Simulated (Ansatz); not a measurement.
Isolated molecules relaxed with PBE0-D4/def2-TZVP in Ansatz; ΔE leaves out vibrations. CCSD(T)/CBS adds triple-zeta CCSD(T) − MP2 to the extrapolated MP2 energy (def2 sets, frozen cores). This one scheme is used for every species. DFT in def2-TZVPP. For Ge outer-core shells are correlated without core-valence functions, which leaves a few kJ/mol of doubt a bond. Scalar relativity is left out up to krypton. Each species was taken in one conformer, which may not be the lowest.

`N#C[CH2][GeH2][F]` + HCl → `[F][GeH2][CH2]Cl` + `C#N`  (substitution at a C–C bond)

`N#C[CH2][GeH2][F]`:

Cartesian coordinates in Å:
```
N 1.572 2.220 0.468
C 0.645 1.578 0.241
C -0.475 0.714 -0.039
Ge 0.104 -1.170 -0.066
F -1.358 -2.045 -0.419
H -0.910 0.956 -1.011
H -1.247 0.829 0.725
H 1.082 -1.446 -1.211
H 0.586 -1.635 1.311
```

HCl:

Z-matrix (Å, degrees):
```
Cl
H 1 1.279
```

`[F][GeH2][CH2]Cl`:

Cartesian coordinates in Å:
```
F -1.241 1.744 0.009
Ge -0.903 0.063 0.306
C 0.887 -0.260 -0.409
Cl 2.135 0.468 0.625
H -0.969 -0.140 1.823
H -1.970 -0.725 -0.472
H 1.088 -1.329 -0.480
H 0.973 0.179 -1.402
```

`C#N`:

Cartesian coordinates in Å:
```
C 0.010 -0.012 0.021
N -0.425 0.504 -0.906
H 0.415 -0.492 0.885
```

```
            species  PBE0-D4 energy (Eh)
`N#C[CH2][GeH2][F]`          -2309.81993
                HCl           -460.66564
 `[F][GeH2][CH2]Cl`          -2677.11007
              `C#N`            -93.34629
```

**Question.** Work out ΔE.

**Answer.** ΔE = (-2677.11007) + (-93.34629) − (-2309.81993) − (-460.66564) = 0.02921 Eh = +76.7 kJ/mol. CCSD(T)/CBS gives +67.7 kJ/mol.

Largest T1 diagnostic among the species: 0.014.
